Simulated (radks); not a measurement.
The numbers below are computed, except where a source is named.
Task: Ag+, 46 electrons, occupied as [Kr] 4d10 (the NIST ground configuration). Code: a radial shooting solver on a logarithmic mesh with Libxc functionals. Model: scalar-relativistic Kohn-Sham, r2SCAN, spin-unpolarised, spherical densities, finite nucleus; meta-GGA in the generalised Kohn-Sham scheme; Fermi nuclear charge, rms radius 4.5454 fm. Some entries of the table are withheld. Estimate them.

orbital,occ.,eigenvalue (hartree),<r> (bohr),<1/r> (bohr^-1)
1s,2,-932.9748,0.03112,(1)
2s,2,-138.1321,0.1349,11.25
2p,6,-123.8251,0.1177,(2)
3s,2,-25.77603,0.3677,(3)
3p,6,-21.03857,0.3670,(4)
3d,10,-13.58560,0.3458,3.529
4s,2,-3.88826,0.9161,(5)
4p,6,-2.51752,1.005,1.348
4d,10,-0.58021,1.378,0.9835

Result: 
(1) 1s <1/r> (bohr^-1): 49.43
(2) 2p <1/r> (bohr^-1): 10.85
(3) 3s <1/r> (bohr^-1): 3.957
(4) 3p <1/r> (bohr^-1): 3.763
(5) 4s <1/r> (bohr^-1): 1.501
